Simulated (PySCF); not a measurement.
**Structure from NMR data**

The spectra below were simulated for a compound C6H7FO2.

1H NMR (400 MHz, computed): δ 5.60 (m, 1H), 5.17 (m, 1H), 2.30 (m, 2H), 2.07 (s, 3H).

13C{1H} NMR (computed): δ 173.8, 79.9, 60.6, 23.1, 17.8 (2C).

- σ from GIAO-PBE0/pcSseg-1
- geometry: GFN2-xTB
- run in PySCF 2.14
- no solvent model, rapidly exchanging positions averaged, non-relativistic, one computed conformer

References, each an isolated molecule treated in the same way: 1H, 13C against TMS.

Choose the structure that fits.
A. C=C/C=C(/OC)C(=O)F
B. CC(=O)O[C@@H]1[C@H]2[C@@H](F)[C@@H]12
C. COC1=C[C@@H](F)C=CO1

Answers

B. 

The formula gives 3 degrees of unsaturation (2 rings in the answer). 5 carbon signals for 6 carbons: some carbons are equivalent by symmetry or fast rotation. Carbon types of the structure: 1 × C, 4 × CH, 1 × CH3, which accounts for all hydrogens. δC 173.8: ester carbonyl carbon; lone-pair donation from the attached heteroatom keeps it upfield of a ketone carbonyl. δC 79.9, 60.6, 17.8: three-membered-ring carbon. δC 23.1: methyl carbon α to a carbonyl; α to the electron-withdrawing carbonyl group. δH 5.60, 5.17, 2.30: hydrogen on a three-membered-ring carbon. δH 2.07: hydrogen on a methyl carbon α to a carbonyl; α to C=O.

The others: COC1=C[C@@H](F)C=CO1 would give 6 carbon signals, not 5; C=C/C=C(/OC)C(=O)F would give 6 carbon signals, not 5.

Splittings by 19F in the carbon and heteronuclear signals aren't shown, as no couplings were computed. Shifts are as computed. Against solution values, carbons near 30 ppm lie about +3 ppm off and those near 130 ppm about +5 ppm. Of 1211 compounds with measured shifts, 218 miss one by over three times the rms of a fit or turn the order of signals round; such compounds aren't used in these exercises. Multiplicities follow the n + 1 count of equivalent neighbours, as no J values were calculated; m marks all less simple cases, F and P coupling included.
